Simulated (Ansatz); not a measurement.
`O/C(Cl)=C/[SiH3]` + `[OH][Cd][F]` → `[F][Cd][O][SiH3]` + `C=C(O)Cl`  (ligand exchange at the Si–C bond)

Gas-phase electronic energies from Ansatz, PBE0-D4/def2-TZVP geometries. CCSD(T)/CBS adds triple-zeta CCSD(T) − MP2 to the extrapolated MP2 energy (def2 sets, frozen cores). DFT in def2-TZVPP. B3LYP here is the variant with VWN-RPA as its local correlation; programs differ in this. def2 core potentials past Kr. For Cd outer-core shells are correlated without core-valence functions, which leaves a few kJ/mol of doubt a bond. One conformer a species, not always the lowest.

`O/C(Cl)=C/[SiH3]`:

```xyz
10

O    -1.733    1.725   -0.186
C    -1.006    0.606   -0.077
Cl   -1.964   -0.842    0.003
C     0.321    0.575   -0.034
Si    1.338   -0.964    0.115
H    -2.671    1.509   -0.198
H     0.803    1.547   -0.093
H     2.771   -0.568    0.122
H     1.102   -1.888   -1.026
H     1.038   -1.699    1.373
```

`[OH][Cd][F]`:

Cartesian coordinates in Å:
```
O 0.040 -0.549 -1.265
Cd -0.130 0.443 0.407
F -0.350 1.518 1.993
H 0.440 -1.412 -1.135
```

`[F][Cd][O][SiH3]`:

```xyz
7

F     2.437   -2.347   -2.038
Cd    1.268   -0.996   -1.326
O     0.096    0.420   -0.692
Si   -0.744    0.666    0.682
H     0.156    0.788    1.867
H    -1.689   -0.455    0.963
H    -1.524    1.924    0.544
```

`C=C(O)Cl`:

Z-matrix (Å, degrees):
```
C
C 1 1.327
H 1 1.078 2 120.8
H 1 1.083 2 120.4 3 -180.0
O 2 1.343 1 127.4 3 180.0
Cl 2 1.717 1 122.4 3 -0.0
H 5 0.964 2 108.5 1 -0.0
```

```csv
level,ΔE (kJ/mol)
ωB97X-V,-92.3
B2PLYP,-95.4
r2SCAN,-86.0
B3LYP,-93.7
MP2/def2-TZVPP,-93.3
CCSD(T)/def2-TZVPP,-94.9
HF/CBS(def2),-124.6
MP2/CBS(def2),-88.2
```

**Question.** What does CCSD(T)/CBS give? (An estimate is asked.)

**Answer.** The calculation gave: -89.8 kJ/mol. The listed levels differ from it by -2.5, -5.6, 3.8, -3.9, -3.5, -5.1, -34.8, 1.6 kJ/mol.

Largest T1 diagnostic among the species: 0.017.

In def2-TZVPP, CCSD(T) changes the Hartree–Fock value by +29.4 kJ/mol (the triples alone add +5.1 kJ/mol) and MP2 by +31.0 kJ/mol. From PBE to PBE0 (25 % exact exchange), in def2-TZVPP and without D4, ΔE moves by −10.2 kJ/mol.
